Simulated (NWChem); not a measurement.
System: AlPH$_{4}$; SMILES [AlH2][PH2]

```xyz
6

Al     0.1028     1.2817    -0.0281
H     -1.2023     1.9760     0.5569
H      1.3179     2.1457    -0.5804
P      0.1528    -1.0329    -0.2603
H     -0.4106    -1.3055     1.0232
H      1.5128    -1.1763     0.1511
```
Atoms are numbered in this order, from 1.

Level: PBE0/def2-SVP (NWChem), optimised geometry, unscaled harmonic frequencies. 

```csv
frequency (cm⁻¹),IR intensity (km/mol)
203,5.0
365,40.0
408,51.9
424,10.9
617,140.0
666,9.4
774,324.9
1082,27.4
1929,137.6
1941,226.8
2407,26.4
2426,39.2
```

| Property | Result |
|---|---|
| zero-point energy | 18.9 kcal/mol |
| thermal correction to the enthalpy at 298.15 K (with zero-point energy) | 22.5 kcal/mol |
| heat capacity Cv | 15.1 cal/(mol K) |
| entropy at 298.15 K and 1 atm (symmetry number 1) | 67.0 cal/(mol K) |
| dipole moment | 0.93 D |

Rigid rotor and harmonic oscillator.
